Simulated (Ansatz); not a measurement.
Gas-phase reaction in SMILES: N[SiH2]N → N[SiH-]N + H+
Structures are relaxed separately at B3LYP-D3(BJ)/def2-TZVP in Ansatz (a first-principles code), one conformer each, not searched for the lowest. Frequencies are from Ansatz.

Quantity: gas-phase deprotonation energy (0 K, with B3LYP-D3(BJ) harmonic zero-point energies), in eV. Valence correlation only, unless marked. Spin-orbit coupling is left out. No relativistic terms. Anions need diffuse functions: aug- sets have them; def2-D sets add few; the other sets have none. CBS(X,Y): correlation extrapolated as X^-3; Hartree-Fock from the larger set. [CCSD(T)-MP2]/basis is that difference in the basis named.

Level to compare with: RI-MP2/CBS(aug-cc-pV(T+d)Z,aug-cc-pV(Q+d)Z)+[CCSD(T)-MP2]/aug-cc-pV(T+d)Z (Ansatz), 16.74 eV. It is a level with limits of its own, and the differences hold the functionals' basis error too.

Q: Rank these functionals by how close they come to RI-MP2/CBS(aug-cc-pV(T+d)Z,aug-cc-pV(Q+d)Z)+[CCSD(T)-MP2]/aug-cc-pV(T+d)Z, closest first: SVWN5/def2-TZVPD (Ansatz); LC-wPBE/def2-TZVPD (Ansatz); wB97M-V/def2-TZVPD (Ansatz); r2SCAN/def2-TZVPD (Ansatz).

A: r2SCAN/def2-TZVPD (meta-GGA, 16.78 eV, difference 0.04), wB97M-V/def2-TZVPD (range-separated hybrid meta-GGA with VV10, 16.61 eV, difference -0.13), LC-wPBE/def2-TZVPD (range-separated hybrid, 16.98 eV, difference 0.24), SVWN5/def2-TZVPD (LDA, 16.21 eV, difference -0.53)
